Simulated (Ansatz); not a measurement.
`C=C=C(C)I` and `C=C=C(C)BCl` differ in one atom or group.

Ansatz, PBE0-D4/def2-TZVP geometries, multiplicity 1. Each molecule was computed in one conformer, which needn't be the lowest.

Elements past krypton have def2 core potentials.

| property | `C=C=C(C)I` |
| --- | --- |
| HOMO energy (PBE/def2-TZVPP) / eV | -5.75 |
| LUMO energy (PBE/def2-TZVPP) / eV | -2.26 |
| LUMO energy (B3LYP/def2-TZVPP) / eV | -1.60 |
| HOMO energy (B3LYP/def2-TZVPP) / eV | -6.62 |
| size of the dipole moment (B3LYP/def2-TZVPP) / D | 1.54 |
| HOMO–LUMO gap (ωB97M-V/def2-TZVPP) / eV | 9.55 |

(1) Give the same properties after the change, and the shifts. (Estimate.)

## Answers

(1) Computed: 
| property | `C=C=C(C)BCl` | shift |
| --- | --- | --- |
| HOMO energy (PBE/def2-TZVPP) / eV | -6.63 | -0.88 |
| LUMO energy (PBE/def2-TZVPP) / eV | -2.64 | -0.38 |
| LUMO energy (B3LYP/def2-TZVPP) / eV | -1.91 | -0.31 |
| HOMO energy (B3LYP/def2-TZVPP) / eV | -7.61 | -0.99 |
| size of the dipole moment (B3LYP/def2-TZVPP) / D | 1.92 | 0.38 |
| HOMO–LUMO gap (ωB97M-V/def2-TZVPP) / eV | 10.28 | 0.73 |

With PBE0 the HOMO falls by 1.00 eV and the LUMO falls by 0.36 eV, so the gap widens by about 0.64 eV. PBE moves the HOMO by -0.88 eV and ωB97M-V by -1.05 eV. Dipoles are sizes alone; their direction can turn.

B3LYP here is the variant with VWN-RPA as its local correlation; programs differ in this.

Spin–orbit coupling is left out; it splits and shifts lone-pair levels of the heavy atoms by tenths of an eV.
